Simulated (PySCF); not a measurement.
**Diatomics of S with group 14**

PBE0 with triple-zeta basis sets in PySCF, for the lowest determinant that a PBE0 search found; no spin–orbit coupling. De refers to high-spin ground-configuration atoms. A positive dipole means M(−)S(+).

| M | basis | state (unpaired electrons) | Re (Å) | ωe (cm⁻¹) | De (eV) | μ (D) |
| --- | --- | --- | --- | --- | --- | --- |
| C | x2c-TZVPPall | singlet (closed shell) | 1.529 | 1332 | 7.29 | 1.94 |
| Si | x2c-TZVPPall | singlet (closed shell) | 1.930 | 765 | 6.18 | -1.71 |
| Ge | def2-TZVPP | singlet (closed shell) | 2.014 | 593 | 5.66 | -2.21 |
| Sn | x2c-TZVPPall | singlet (closed shell) | 2.205 | 504 | 4.99 | -3.34 |
| Pb | def2-TZVPP | singlet (closed shell) | 2.282 | 454 | 4.62 | -4.15 |

The shortest bond is that of CS (1.529 Å), the longest that of PbS (2.282 Å).

The rows differ in basis set, which adds steps of its own.

Down a group the atoms grow and get heavier, so bonds lengthen and wavenumbers fall; this series shows no clear exception.

These are scalar-relativistic numbers at best; spin–orbit coupling would shift them, the dissociation energy most.
